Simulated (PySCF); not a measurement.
A calculated (PBE0, PySCF 2.14, dyall-acv3z, scalar relativity by spin-free X2C-1e) atom or ion has these occupied shells.

```tsv
shell	electrons	orbital energy (eV)	rms radius, mean of both spins (bohr)
1s α	1	-546.26	0.231
1s β	1	-543.24	0.231
2s α	1	-45.825	1.17
2p α	3	-29.197	1.24
2p β	1	-23.291	1.24
```

Problem. Name the element and its charge.

Solution. O⁺ (oxygen, charge +1), in [He] 2s1 2p4, high-spin 4P determinant (an excited configuration).
